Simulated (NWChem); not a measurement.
Species: CHO$_{2}$, doublet; SMILES O=[C]O

Computed with NWChem. Pople sets run with spherical d functions. Spin-unrestricted. In the optimisation the excess spin sits in a' (Cs, its own frame). No stability test was run on the SCF state. Level UHF/6-31G*: optimisations from one semi-empirical or force-field start; each run changes one setting, and all end within 0.3 mHa of each other. One conformer.

```json
[
 {"setting": "redundant internal coordinates, default thresholds", "optimisation steps": "4"},
 {"setting": "symmetry off", "optimisation steps": "4"},
 {"setting": "Cartesian coordinates", "optimisation steps": "5"},
 {"setting": "no line search", "optimisation steps": "5"},
 {"setting": "loose thresholds", "optimisation steps": "3"}
]
```
